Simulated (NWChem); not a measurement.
System: GaH3O3; SMILES [OH][Ga]([OH])[OH]

```xyz
7

Ga     0.0000     0.0000     0.0000
O     -1.2362    -1.2724     0.0000
H     -2.1346    -0.9257     0.0000
O     -0.4838     1.7068     0.0000
H      0.2656     2.3115     0.0000
O      1.7201    -0.4344     0.0000
H      1.8690    -1.3858     0.0000
```
Atoms are numbered in this order, from 1.

Program: NWChem. Pople sets run with spherical d functions. The geometry was optimised at PBE0/def2-SVP. Field at 589 nm.

```json
[
 {"level": "B3LYP/6-31G*", "isotropic polarisability (bohr³)": "(withheld)", "anisotropy (bohr³)": "(withheld)"},
 {"level": "B3LYP/def2-SVP", "isotropic polarisability (bohr³)": "31.2", "anisotropy (bohr³)": "12.8"},
 {"level": "B3LYP/def2-SVPD", "isotropic polarisability (bohr³)": "40.6", "anisotropy (bohr³)": "11.3"},
 {"level": "B3LYP/aug-cc-pVDZ", "isotropic polarisability (bohr³)": "41.1", "anisotropy (bohr³)": "12.0"}
]
```

Question: What belongs in the gaps?

Answer: 
- B3LYP/6-31G*, isotropic polarisability (bohr³): 31.8
- B3LYP/6-31G*, anisotropy (bohr³): 13.3
